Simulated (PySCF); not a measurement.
## Ionisation energy of V by level of theory

V [Ar] 3d3 4s2 (4F) → V⁺ [Ar] 3d4 (5D), as a difference of total energies. All numbers are calculated (PySCF 2.14, no relativity, point nucleus, in def2-QZVPPD (11s6p5d3f2g, 93 functions)). Correlated levels: valence: [Ar] frozen; valence and next inner shell: [Ne] frozen. The calculations carry no spin-orbit coupling.

| method | ionisation energy (eV) |
| --- | --- |
| UHF | 5.922 |
| LDA | 6.173 |
| PBE | 6.099 |
| PBE0 | 6.063 |
| TPSSh | 6.061 |
| revPBE | 6.017 |
| HSE06 | 6.119 |
| MP2 (valence) | 6.303 |
| SCS-MP2 (valence) | 6.832 |
| MP2 (valence and next inner shell) | 6.079 |
| SCS-MP2 (valence and next inner shell) | 6.540 |

**Question.** How much does correlation contribute at MP2 (valence and next inner shell)?

**Answer.** 6.079 − (5.922) = 0.157 eV, measured against UHF.

These non-relativistic numbers lack the scalar-relativistic shift.

Errors of the correlated levels include the incompleteness of this basis and the frozen core.

For comparison: 6.732 eV (measured; NIST levels, between the centres of gravity of the two terms).
